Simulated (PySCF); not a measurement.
MS for M along the 4d metals

r²SCAN with triple-zeta basis sets in PySCF, for the lowest determinant that a PBE0 search found; no spin–orbit coupling. De refers to high-spin ground-configuration atoms. A positive dipole means M(−)S(+).

| M | basis | state (unpaired electrons) | Re (Å) | ωe (cm⁻¹) | De (eV) | μ (D) |
| --- | --- | --- | --- | --- | --- | --- |
| Y | x2c-TZVPPall | doublet (σ ↑) | 2.272 | 497 | 5.64 | -6.10 |
| Zr | def2-TZVPP | triplet (σ ↑, δ ↑) | 2.193 | 532 | n/a | -5.30 |
| Nb | def2-TZVPP | quartet (σ ↑, δ ↑↑) | 2.134 | 544 | 5.48 | -4.62 |
| Tc | def2-TZVPP | sextet (σ ↑, π ↑↑, δ ↑↑) | 2.112 | 519 | n/a | -4.28 |
| Ru | def2-TZVPP | quintet (σ ↑, π ↑↑, δ ↑) | 2.069 | 523 | 4.49 | -3.70 |
| Rh | def2-TZVPP | quartet (σ ↑, π ↑↑) | 2.042 | 512 | 3.86 | -3.12 |
| Pd | def2-TZVPP | triplet (π ↑↑) | 2.084 | 456 | 3.56 | -2.70 |
| Ag | x2c-TZVPPall | doublet (π ↑) | 2.274 | 334 | 2.43 | -4.18 |

**Question.** By what factor does the well depth vary along the series?

**Answer.** At r²SCAN it runs from 2.43 eV (AgS) to 5.64 eV (YS), a factor of 2.32.

The rows differ in basis set, which adds steps of its own.

The state changes along the series, so neighbouring rows are not always alike in their bonding.

De is left out where the level can put another filling of the metal’s s and d shells below the measured ground configuration, by anything from nothing to about 1 eV. The metal atom is held in its measured ground configuration; semilocal functionals can put another filling of s and d lower by some tenths of an eV, and De to that atom would be smaller. Spin–orbit coupling is left out, which matters for elements this heavy, above all for dissociation energies. The state is the lowest single determinant that the PBE0 search found; with open d or f shells the true ground state can be another one.
